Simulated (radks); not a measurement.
Neutral tantalum inside a hard spherical wall (all orbitals vanish at R), configuration held at [Xe] 4f14 5d3 6s2 and not refilled when levels cross. Method: scalar-relativistic Kohn-Sham, LDA (Slater exchange, VWN5 correlation), spin-polarised, spherical densities, point nucleus; open shells are filled with parallel spins first (spin-orbit coupling, left out, can overturn this in heavy ions); computed with a radial shooting solver on a logarithmic mesh with Libxc functionals. Eigenvalues in eV for spin up, with the zero of energy where the potential of the charges vanishes at infinity; a dash marks a level that is unbound or too diffuse for the functional's potential to be trusted. A positive occupied level is held by the wall or, in an anion where self-interaction has pushed it up, behind a barrier. The pressure on the wall is -dE/dV.

| R (bohr) | E (hartree) | kinetic (hartree) | e(5p) | e(4f) | e(6s) | e(5d) | e(6p, empty) | e(7s, empty) | pressure (GPa) |
|---|---|---|---|---|---|---|---|---|---|
| free | -15595.4163 | 17133.646 | -39.970 | -24.832 | -6.021 | -4.341 | -1.662 | -0.077 | 0 |
| 20 | -15595.4163 | 17133.646 | -39.970 | -24.832 | -6.021 | -4.341 | -1.662 | 0.012 | < 0.0001 |
| 7 | -15595.3982 | 17133.780 | -39.276 | -24.117 | -5.442 | -3.727 | -0.418 | 7.033 | 1.01 |
| 4 | -15594.7509 | 17136.551 | -32.246 | -16.380 | 4.225 | 3.315 | 14.278 | 50.087 | 127 |
| 3.5 | -15594.1066 | 17138.988 | -28.570 | -12.092 | 11.888 | 7.720 | 24.936 | 76.509 | 353 |
| 3 | -15592.6520 | 17144.417 | -22.457 | -4.858 | 27.279 | 15.672 | 45.191 | 123.05 | 1140 |
| 1.5 | -15532.8380 | 17339.335 | 111.86 | 110.38 | 404.12 | 187.63 | 465.19 | 921.29 | 182000 |
